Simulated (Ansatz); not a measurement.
System: C3H10O2Si, charge 0, multiplicity 1. SMILES: OCC[SiH2]OC
Geometry from a B3LYP-D3(BJ)/def2-TZVP (Ansatz, a first-principles code) optimisation:
```
Si
O 1 1.6472
C 2 1.4171 1 123.59
H 3 1.0899 2 108.15 1 -180.00
H 3 1.0949 4 108.64 2 -120.96
H 3 1.0949 4 108.64 5 -118.07
H 1 1.4887 2 110.14 3 59.00
H 1 1.4887 7 107.16 2 119.81
C 1 1.8689 7 111.28 8 121.86
H 9 1.0938 1 108.38 7 62.54
H 9 1.0938 10 106.74 1 -116.55
C 9 1.5161 10 109.35 11 -118.19
H 12 1.0974 9 110.26 10 -62.39
H 12 1.0974 13 107.61 9 120.29
O 12 1.4281 13 110.21 14 120.20
H 15 0.9631 12 108.75 13 -59.31
```
Charge 0, spin multiplicity 1.

Property: atomisation energy (electronic, to ground-state atoms), in kcal/mol. Correlated levels leave the core frozen unless marked. UHF or UKS for open shells. Spin-orbit coupling is left out. Non-relativistic. The coupled-cluster limit lacks core correlation, which all-electron functionals hold. CBS marks a two-point X^-3 extrapolation of the correlation energy; Hartree-Fock from the larger set.

| level | program | atomisation energy (kcal/mol) |
|---|---|---|
| HF/aug-cc-pV(T+d)Z | Ansatz | 1055.6 |
| r2SCAN-D3(BJ)/def2-TZVPD | Ansatz + dftd3 | 1437.8 |
| B3LYP-D4/def2-TZVPD | Ansatz + dftd4 | 1435.3 |
| CAM-B3LYP/def2-TZVPD | Ansatz | 1438.0 |
| MP2/STO-3G | Ansatz | 1400.6 |
| SCS-MP2/6-31G | Ansatz | 1186.4 |
| CCSD(T)/CBS(cc-pV(T+d)Z,cc-pV(Q+d)Z) | Ansatz | 1439.8 |
